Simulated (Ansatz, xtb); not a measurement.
Isomers of C5H6O2S2 in order of energy

5 gas-phase structures of C5H6O2S2, from a drawn sample of its isomers (lower ones may exist). Each was relaxed with GFN2-xTB; where two conformers were screened, the lower at r2SCAN-D4/def2-SVP is listed:

A. `CSC(=C=S)CC(=O)O`, a singlet
B. `C[S@](=O)c1sccc1O`, a singlet
C. `C[S@](=O)c1ccc(S)o1`, a singlet
D. `CC(=S)[C@@H]1C(=O)C[S@]1=O`, a singlet
E. `COC1=C(C)SC(=O)S1`, a singlet

**Question.** Make a reasoned guess at their ranking by r2SCAN-D4/def2-SVP single-point energy.

**Answer.** Calculated order at r2SCAN-D4/def2-SVP: E (0.000), A (0.335), B (1.270), C (2.139), D (2.227) eV.

Energies above the lowest of each column, in eV; the last columns are at PBE-D3(BJ)/def2-SVP geometries and were run for some of them only (a dash: not run or not comparable):

```csv
structure,GFN2-xTB,HF/STO-3G,r2SCAN-D4/def2-SVP,PBE-D3(BJ)/def2-SVP,CCSD(T)/def2-SVP + ΔMP2/def2-TZVPP
E,0.000,0.000,0.000,0.000,0.000
A,1.096,2.370,0.335,0.343,0.180
B,0.802,5.139,1.270,1.134,0.522
C,0.986,5.594,2.139,–,–
D,1.295,6.947,2.227,–,–
```

Every level run on E puts it lowest or level with the lowest. Some further structures that were screened fall inside this span and aren't listed. Flexible structures stand in one conformer each, not always the lowest. Frequencies (GFN2-xTB) were run for A, B, E alone. The ΔMP2 step shifts differences by up to 0.993 eV, which makes them less sure. ΔMP2 is the change of the MP2 energy from the smaller to the larger basis.

Over these structures GFN2-xTB departs from r2SCAN-D4/def2-SVP by 0.591 eV on average once a common shift is removed. A GFN2-xTB relaxation took about 0.2 s and the r2SCAN-D4/def2-SVP energy about 3.3 s on a shared host (Ansatz 0.2.0, xtb 6.7.1).
